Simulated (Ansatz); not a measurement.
Relaxation of SiHMe3 (C3H10Si) with RKS PBE0-D4/def2-SVP.

```sh
$ ansatz run in.yaml --threads 2 --pin off --events-out ev --progress --plain --max-ram 4352MiB
```

```yaml
crystal:
  periodic: [false, false, false]
  atoms:
    - {symbol: C, position_ang: [1.794620, 0.007390, -0.123590]}
    - {symbol: C, position_ang: [-0.904440, 1.550920, -0.113880]}
    - {symbol: C, position_ang: [-0.891670, -1.559150, -0.097940]}
    - {symbol: Si, position_ang: [0.003360, 0.002930, 0.521720]}
    - {symbol: H, position_ang: [0.011280, 0.009210, 1.997880]}
    - {symbol: H, position_ang: [2.350860, 0.856160, 0.262090]}
    - {symbol: H, position_ang: [1.826980, 0.061450, -1.208600]}
    - {symbol: H, position_ang: [2.323550, -0.892830, 0.174630]}
    - {symbol: H, position_ang: [-1.936250, 1.569160, 0.224290]}
    - {symbol: H, position_ang: [-0.915930, 1.588870, -1.199710]}
    - {symbol: H, position_ang: [-0.428690, 2.460520, 0.240020]}
    - {symbol: H, position_ang: [-1.929070, -1.573670, 0.223350]}
    - {symbol: H, position_ang: [-0.420190, -2.460670, 0.282580]}
    - {symbol: H, position_ang: [-0.884400, -1.620280, -1.182830]}
basis:
  gaussian: {orbitals: def2-SVP}
hamiltonian: {xc: pbe0, dispersion: d4}
scf: {lower_state_search: "off"}
output: {orbitals: {seedname: orbitals}}
relax: {f_tol: 0.02, max_steps: 100}
```

Hardware: 2 threads of AMD EPYC 9R45 on a shared host. Wall time 4.3 s.

Positions (Å) and forces (eV/Å) at steps 1, 2, 3, 4 of 4:

```xyz
14
step=1 energy=-11140.6548 eV
C     1.795    0.007   -0.124   -0.739   -0.007    0.328
C    -0.904    1.551   -0.114    0.368   -0.636    0.335
C    -0.892   -1.559   -0.098    0.366    0.630    0.324
Si    0.003    0.003    0.522   -0.009   -0.009   -1.027
H     0.011    0.009    1.998    0.002    0.002    0.422
H     2.351    0.856    0.262    0.254    0.454    0.222
H     1.827    0.061   -1.209   -0.079    0.021   -0.522
H     2.324   -0.893    0.175    0.238   -0.470    0.181
H    -1.936    1.569    0.224   -0.516   -0.025    0.199
H    -0.916    1.589   -1.200    0.042   -0.063   -0.534
H    -0.429    2.461    0.240    0.273    0.444    0.203
H    -1.929   -1.574    0.223   -0.515    0.032    0.187
H    -0.420   -2.461    0.283    0.268   -0.426    0.213
H    -0.884   -1.620   -1.183    0.047    0.054   -0.532
14
step=2 energy=-11140.7089 eV
C     1.791    0.006   -0.120   -0.285   -0.002    0.084
C    -0.902    1.548   -0.112    0.145   -0.247    0.087
C    -0.890   -1.556   -0.100    0.141    0.244    0.083
Si    0.002    0.002    0.495    0.000   -0.001   -0.226
H     0.010    0.008    1.988   -0.002   -0.002    0.149
H     2.341    0.876    0.263    0.053    0.100    0.039
H     1.819    0.044   -1.217    0.022    0.000   -0.134
H     2.324   -0.898    0.202    0.053   -0.097    0.038
H    -1.942    1.563    0.240   -0.113   -0.004    0.040
H    -0.915    1.579   -1.209   -0.012    0.018   -0.140
H    -0.412    2.462    0.247    0.061    0.098    0.039
H    -1.935   -1.568    0.238   -0.112    0.004    0.038
H    -0.402   -2.462    0.280    0.059   -0.093    0.039
H    -0.889   -1.604   -1.197   -0.011   -0.018   -0.136
14
step=3 energy=-11140.7139 eV
C     1.781    0.006   -0.118   -0.014   -0.003    0.023
C    -0.897    1.540   -0.112    0.010   -0.016    0.024
C    -0.886   -1.547   -0.104    0.009    0.016    0.020
Si    0.002    0.001    0.497    0.001    0.000   -0.053
H     0.008    0.005    2.000   -0.001   -0.001   -0.015
H     2.325    0.889    0.251    0.008   -0.014   -0.013
H     1.814    0.022   -1.220    0.004   -0.002    0.024
H     2.321   -0.892    0.224    0.008    0.018   -0.010
H    -1.938    1.558    0.247    0.004    0.015   -0.009
H    -0.916    1.571   -1.214   -0.002    0.002    0.017
H    -0.399    2.456    0.245   -0.014    0.004   -0.009
H    -1.930   -1.565    0.246    0.007   -0.015   -0.008
H    -0.388   -2.457    0.265   -0.015   -0.002   -0.010
H    -0.897   -1.588   -1.206   -0.003   -0.002    0.020
14
step=4 energy=-11140.7143 eV
C     1.783    0.005   -0.117   -0.004   -0.001    0.000
C    -0.897    1.541   -0.111    0.003   -0.004   -0.001
C    -0.887   -1.547   -0.105    0.002    0.005   -0.003
Si    0.002    0.001    0.493    0.000    0.000    0.015
H     0.007    0.004    1.995   -0.001   -0.001   -0.004
H     2.326    0.892    0.248   -0.002   -0.005   -0.005
H     1.818    0.016   -1.218    0.006   -0.001    0.005
H     2.325   -0.889    0.230   -0.001    0.007   -0.003
H    -1.938    1.561    0.249    0.005    0.002   -0.003
H    -0.919    1.574   -1.212   -0.003    0.005    0.004
H    -0.399    2.457    0.245   -0.004   -0.003   -0.004
H    -1.930   -1.569    0.249    0.006   -0.003   -0.002
H    -0.388   -2.459    0.261   -0.004    0.003   -0.004
H    -0.902   -1.589   -1.206   -0.004   -0.005    0.005
```
